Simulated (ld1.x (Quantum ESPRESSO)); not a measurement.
# Transferability test, TM potential for iron (Fe)

```json
{
 "Element": "Fe (Z = 26)",
 "Generator": "ld1.x (Quantum ESPRESSO) 7.5",
 "Type": "norm-conserving Troullier–Martins (Kleinman–Bylander form)",
 "Functional": "PBE",
 "Relativity": "scalar-relativistic",
 "Frozen core": "[Ar]",
 "Valence charge": "8",
 "Reference configuration": "3d6 4s1.75 4p0 (charge +0.25)",
 "Partial waves": "4s (bound): rc 2.40 bohr; 4p (bound, empty): rc 2.55 bohr; 3d (bound): rc 1.80 bohr",
 "Local potential": "all-electron potential smoothed inside 2.10 bohr (lloc = -2)",
 "Core correction": "Bessel-smoothed model core inside 1.65 bohr"
}
```

Energies are relative to the spin-unpolarised reference configuration 3d6 4s1.75 4p0; without spin polarisation the order of configurations can differ from experiment.

Q: Give the all-electron excitation energy and the error of the potential for: 3d6 4s2 4p0; 3d6 4s1 4p0; 3d6 4s0 4p0; 3d5 4s0 4p0; 3d7 4s0 4p0; 3d7 4s1 4p0; 3d6.5 4s1.5 4p0.

A:

```
valence configuration  charge  ΔE all-electron (eV)  error AE − PS (meV)
          3d6 4s2 4p0       0                -1.529                 +0.1
          3d6 4s1 4p0      +1                 7.199                 -2.8
          3d6 4s0 4p0      +2                23.403                  -27
          3d5 4s0 4p0      +3                57.626                 -267
          3d7 4s0 4p0      +1                 5.107                 -203
          3d7 4s1 4p0       0                -2.321                 -125
      3d6.5 4s1.5 4p0       0                -2.257                  -33
```

Levels in the configuration 3d5 4s0 4p0:

```csv
level,all-electron (eV),pseudo (eV)
3d,-43.215,-43.750
```
